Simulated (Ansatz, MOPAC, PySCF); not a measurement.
Pair of molecules: CH4O (SMILES CO) (first 6 atoms) with C2H6O (SMILES COC); geometry from B3LYP-D3(BJ)/def2-TZVP.
(charge 0, multiplicity 1):
```xyz
15

C      0.1363    -0.0718    -0.2436
O      0.3762     0.9196     0.7360
H      0.7891    -0.9452    -0.1216
H      0.3425     0.3716    -1.2182
H     -0.9047    -0.4182    -0.2399
H      0.2018     0.5354     1.6109
C     -1.0800     0.5262     4.0275
O     -0.0504    -0.1458     3.3240
C      1.1786    -0.1643     4.0286
H     -0.8081     1.5695     4.2246
H     -1.2912     0.0274     4.9801
H     -1.9699     0.4998     3.4018
H      1.5355     0.8527     4.2269
H      1.9025    -0.6818     3.4023
H      1.0743    -0.6974     4.9803
```

Interaction energies are E(AB) − E(A) − E(B) at the monomers' geometry in the complex; basis-set methods are counterpoise corrected. Rows marked so take none.

Rows in 6-31G* carry no dispersion term and start afresh at each structure (6-31G* with six Cartesian d functions). MP2/6-31G* freezes PySCF's default core. The state that PM3 reach isn't checked.

Codes used: Ansatz (Gaussian orbitals); MOPAC for PM3 (differences of heats of formation); PySCF for 6-31G* rows. Each number belongs to the level named beside it.

Q: One of these levels gives -3.87 kcal/mol for the interaction energy. Name it.
A. MP2/6-31G* (no counterpoise)
B. BLYP/def2-TZVPPD
C. PM3
D. HF/6-31G* (no counterpoise)

A: B, BLYP/def2-TZVPPD. The others give -2.35 (PM3), -5.34 (HF/6-31G* (no counterpoise)), -7.83 (MP2/6-31G* (no counterpoise))

Ansatz is a program for electronic structure.
